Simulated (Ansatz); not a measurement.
`C[SiH2]C(F)BF`, charge 0, multiplicity 1.

Question: Give a relaxed structure at PBE0-D4/def2-TZVP (Ansatz). (Best estimate.)

Answer: The calculation gave: 
Z-matrix (Å, degrees):
```
C
Si 1 1.866
H 1 1.092 2 111.0
H 1 1.093 2 110.2 3 119.6
H 1 1.092 2 111.2 3 -120.5
C 2 1.919 1 110.3 3 60.6
H 2 1.488 1 111.0 3 -179.1
H 2 1.486 1 111.8 3 -57.5
B 6 1.552 2 111.7 1 68.4
F 6 1.399 2 108.1 1 -168.0
H 6 1.100 2 105.8 1 -52.2
F 9 1.328 6 118.2 2 -66.5
H 9 1.197 6 123.6 2 111.0
```
This is one stationary point; other conformers may exist.
